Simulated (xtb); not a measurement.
Species: F3Ga, SMILES `[F][Ga]([F])[F]` (charge 0, multiplicity 1).

Question: Give a relaxed geometry from GFN2-xTB run with xtb.

Answer: the end point of this relaxation (outside a Z-matrix the atoms follow the SMILES, hydrogens last).
Bond lengths (Å): F1–Ga2 1.732, Ga2–F3 1.732, Ga2–F4 1.732. Bond angles (°): F1–Ga2–F3 120.0, F1–Ga2–F4 119.9, F3–Ga2–F4 120.0.
